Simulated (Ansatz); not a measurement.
CaCl₂, charge +1, doublet, at a GFN2-xTB geometry (such geometries of metal compounds can be far from the true shape) (a state made from the parent by changing its charge; the spin is typed, not shown lowest), with bond 3-1 at 3.0 times its length; HF/6-31G in Ansatz (a program for electronic structure).

Input for Ansatz:
Ansatz 0.2 input:
```yaml
crystal:
  periodic: [false, false, false]
  atoms:
    - {symbol: Ca, position_ang: [0.31108244, -1.20410726, 0.00886416]}
    - {symbol: Cl, position_ang: [0.80493303, 0.95644142, -0.96803242]}
    - {symbol: Cl, position_ang: [-4.13490199, 3.78868057, 2.85508365]}
basis:
  gaussian:
    orbitals: 6-31G
hamiltonian:
  xc: hf
total_charge: 1
magnetization: {spin_polarized: true, initial_magnetization: 1}
scf: {lower_state_search: standard}
```

It wrote (shortened):

```
Functional definition: HF
581 factors; integrals over basis functions are off by at most 2.8e-4 eV
mean field evaluation 1: about -43413.1611 eV, gradient 1.9e1 eV
mean field evaluation 2: about -43413.2113 eV, gradient 1.9e1 eV
mean field evaluation 4: about -43415.8909 eV, gradient 7.4e-1 eV
mean field evaluation 8: about -43415.9195 eV, gradient 8.4e-2 eV
mean field evaluation 16: about -43415.9200 eV, gradient 1.5e-1 eV
mean field evaluation 32: about -43415.9233 eV, gradient 2.0e-5 eV
mean field evaluation 64: about -43415.8342 eV, gradient 3.2e0 eV
mean field evaluation 96: about -43415.9113 eV, gradient 7.6e-1 eV
mean field evaluation 128: about -43415.8930 eV, gradient 1.0e-2 eV
mean field -43415.92331557 eV, -1595.5057534775 hartree, gradient 7.2e-6 eV, S^2 0.750567; 4 other end points of the search recorded, 0 dependent functions left out
reference -43415.92331557 eV, -1595.5057534775 hartree; 27, 26 occupied and 28, 29 virtual orbitals, 581 factors
Total energy: -43415.92331557 eV, -1595.5057534775 hartree
```
